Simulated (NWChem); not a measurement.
System: phosphoric acid (H3PO4); SMILES O=P(O)(O)O

Here is an NWChem input.

```
start job
memory heap 200 mb stack 900 mb global 1100 mb
geometry units angstroms noautosym nocenter noautoz
  O      1.428183    -0.144019    -0.587962
  P      0.000298    -0.002482     0.130101
  O      0.003717    -0.030629     1.605433
  O     -0.581710     1.326436    -0.555273
  O     -0.850539    -1.149150    -0.601843
  H      2.000121    -0.748333    -0.097604
  H     -0.350735     2.108462    -0.037732
  H     -1.649916    -1.355540    -0.100685
end
basis spherical
  * library def2-svp
end
dft
  xc pbe0
  iterations 150
end
cosmo
  do_cosmo_smd true
  solvent water
end
task dft energy
```

All runs use the structure optimised with PBE0/def2-SVP. Solvent: water.

Level: PBE0/def2-SVP with SMD (1 M gas to 1 M solution), gas-phase geometry. Reactions with the solvent are ignored.

Problem. What results follow from this input? (PBE0/def2-SVP, SMD on the gas-phase geometry.) Quantities: solvation free energy (kcal/mol); cavity-dispersion-structure term (kcal/mol); dipole in solution (D).

Solution. 
```yaml
solvation free energy (kcal/mol): -15.9
cavity-dispersion-structure term (kcal/mol): 5.9
dipole in solution (D): 0.22
```
